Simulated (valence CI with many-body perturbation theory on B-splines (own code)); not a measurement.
E1 line list for Ta

Computed by valence CI with perturbative core correlation (CI+MBPT): five valence electrons over a frozen Dirac-Fock core [Xe] 4f14, radial functions for each j: 7 s, 7 p, 8 d, 6 f, 4 g, 1 h, with the one-electron correlation potential Σ1 (screened to all orders), the two-electron term Σ2, the three-electron term Σ3, Breit, model QED; selected single and double excitations, second order for the rest, scaled by the run's own slope (own B-spline code, finite nucleus).

Against 6 measured levels this calculation errs by 56 cm⁻¹ on average and by 151 at most. These come from a selection out of the NIST Handbook of Basic Atomic Spectroscopic Data. Levels without a partner in it may be off by more, other configurations by 1,000 to 4,000 cm⁻¹. Among the levels kept, up to 1500 cm⁻¹ of a level comes from second order outside the variational space, and about a tenth of that is noise between levels of different J, which matters for small intervals.

Lines 51 to 100 of 126 in falling wavelength, among levels below 23814 cm⁻¹, chosen from the strongest by gf and those to the six lowest levels. Wavelengths and rates use the calculated energies, so an error of 60 cm⁻¹ moves a line at 8282 Å by 0.5 % and its rate by three times that or more. Electric multipoles are in the length gauge, E1 and E2 with the static RPA response of the core. Weak lines are less certain than strong ones. Lines between different terms over intervals too small for the method are left out, as are lines whose strength nearly cancels. The highest levels of a list are the least certain.

Names give the largest LS component (configuration and term), which can be under half, so a name can repeat, a term be missing and a line seem to break the LS rules; names also repeat where a configuration has a term twice. Letters in brackets count levels of one name in rising energy.

```csv
λ vac (Å),Upper,Lower,A (s⁻¹),log gf,Branch %
8282,5d3 6s 6p 6F°_7/2,5d4 6s 6D_7/2,5.58e+04,-2.34,2.2
8243,5d2 6s2 6p 4F°_5/2,5d3 6s2 2D_3/2,5.57e+03,-3.47,0.2
8237,5d3 6s 6p 4D°_1/2,5d3 6s2 4P_1/2,3.43e+05,-2.16,19.3
8221,5d2 6s2 6p 4F°_3/2,5d4 6s 6D_3/2,5.19e+04,-2.68,2.3
8054,5d2 6s2 6p 4D°_5/2,5d4 6s 6D_3/2,4.33e+05,-1.60,36.5
8045,5d2 6s2 6p 4G°_7/2,5d3 6s2 2G_7/2,3.37e+03,-3.58,4.8
8028,5d2 6s2 6p 4F°_3/2,5d4 6s 6D_1/2,1.30e+05,-2.30,5.8
7967,5d2 6s2 6p 4F°_5/2,5d4 6s 6D_5/2,1.10e+05,-2.20,3.9
7916,5d2 6s2 6p 4D°_5/2,5d3 6s2 4P_5/2,8.79e+04,-2.30,7.4
7900,5d3 6s 6p 6G°_5/2 [b],5d3 6s2 4P_3/2,5.40e+02,-4.52,0.4
7812,5d3 6s 6p 6F°_3/2,5d3 6s2 2D_3/2,7.64e+04,-2.55,2.4
7690,5d3 6s 6p 6F°_7/2,5d4 6s 6D_5/2,1.03e+06,-1.14,40.2
7648,5d3 6s 6p 4D°_3/2,5d3 6s2 4P_3/2,3.25e+05,-1.94,20.5
7598,5d2 6s2 6p 4F°_5/2,5d3 6s2 2G_7/2,7.90e+04,-2.39,2.8
7564,5d3 6s 6p 6F°_3/2,5d4 6s 6D_5/2,2.20e+05,-2.12,7.0
7538,5d3 6s 6p 4D°_3/2,5d3 6s2 4P_1/2,5.14e+05,-1.76,32.5
7468,5d3 6s 6p 6F°_1/2,5d4 6s 6D_3/2,2.07e+05,-2.46,5.6
7341,5d2 6s2 6p 4F°_5/2,5d4 6s 6D_3/2,1.95e+05,-2.02,7.0
7309,5d3 6s 6p 6F°_1/2,5d4 6s 6D_1/2,1.94e+06,-1.51,52.5
7226,5d2 6s2 6p 4F°_5/2,5d3 6s2 4P_5/2,5.06e+04,-2.62,1.8
7176,5d2 6s2 6p 2S°_1/2,5d3 6s2 4P_3/2,2.87e+05,-2.35,39.4
7130,5d3 6s 6p 6G°_5/2 [a],5d3 6s2 4F_7/2,3.67e+04,-2.78,51.9
7080,5d2 6s2 6p 2S°_1/2,5d3 6s2 4P_1/2,2.27e+05,-2.47,31.2
6997,5d3 6s 6p 6F°_7/2,5d3 6s2 4P_5/2,9.85e+05,-1.24,38.6
6997,5d3 6s 6p 6F°_3/2,5d4 6s 6D_3/2,1.53e+06,-1.35,48.5
6934,5d3 6s 6p 6G°_7/2,5d3 6s2 4F_9/2,1.54e+03,-4.05,1.0
6902,5d2 6s2 6p 2D°_3/2,5d3 6s2 4P_3/2,5.54e+04,-2.80,3.5
6893,5d3 6s 6p 6F°_3/2,5d3 6s2 4P_5/2,2.77e+04,-3.10,0.9
6857,5d3 6s 6p 6F°_3/2,5d4 6s 6D_1/2,9.81e+05,-1.56,31.1
6813,5d2 6s2 6p 2D°_3/2,5d3 6s2 4P_1/2,1.23e+04,-3.47,0.8
6790,5d3 6s 6p 4D°_5/2,5d3 6s2 4P_3/2,5.40e+05,-1.65,36.5
6688,5d3 6s 6p 6G°_3/2,5d3 6s2 4F_5/2,1.42e+04,-3.42,56.1
6674,5d3 6s 6p 6G°_5/2 [b],5d3 6s2 4F_7/2,1.73e+04,-3.16,11.3
6484,5d2 6s2 6p 4F°_3/2,5d3 6s2 4P_3/2,1.70e+05,-2.37,7.6
6405,5d2 6s2 6p 4F°_3/2,5d3 6s2 4P_1/2,4.34e+05,-1.97,19.3
6379,5d2 6s2 6p 4D°_5/2,5d3 6s2 4P_3/2,5.90e+05,-1.67,49.8
6262,5d3 6s 6p 6G°_5/2 [a],5d3 6s2 4F_5/2,6.72e+03,-3.63,9.5
6204,5d3 6s 6p 6G°_7/2,5d3 6s2 4F_7/2,7.28e+02,-4.47,0.4
6067,5d3 6s 6p 6G°_9/2,5d3 6s2 4F_9/2,2.46e+02,-4.87,0.1
6006,5d3 6s 6p 6F°_1/2,5d3 6s2 4P_3/2,4.40e+04,-3.32,1.2
5960,5d2 6s2 6p 4G°_7/2,5d3 6s2 4F_9/2,1.36e+03,-4.24,1.9
5938,5d3 6s 6p 6F°_1/2,5d3 6s2 4P_1/2,1.17e+06,-1.91,31.8
5923,5d2 6s2 6p 4F°_5/2,5d3 6s2 4P_3/2,3.03e+05,-2.02,10.9
5916,5d3 6s 6p 6G°_3/2,5d3 6s2 4F_3/2,5.00e+03,-3.98,19.8
5907,5d3 6s 6p 6G°_5/2 [b],5d3 6s2 4F_5/2,1.40e+03,-4.36,0.9
5864,5d3 6s 6p 4D°_5/2,5d3 6s2 4F_7/2,5.65e+05,-1.76,38.2
5765,5d3 6s 6p 4D°_3/2,5d3 6s2 4F_5/2,6.44e+05,-1.89,40.7
5697,5d3 6s 6p 6F°_3/2,5d3 6s2 4P_3/2,1.05e+04,-3.69,0.3
5637,5d3 6s 6p 6F°_3/2,5d3 6s2 4P_1/2,4.52e+04,-3.07,1.4
5580,5d3 6s 6p 6G°_5/2 [a],5d3 6s2 4F_3/2,2.06e+04,-3.24,29.2
```

**Question.** How does gf follow from A for the line at 7690 Å?

**Answer.** gf = 1.4992 × (2J+1)_upper × A / σ², with σ = 13005 cm⁻¹ and 2J+1 = 8: gf = 0.0727.
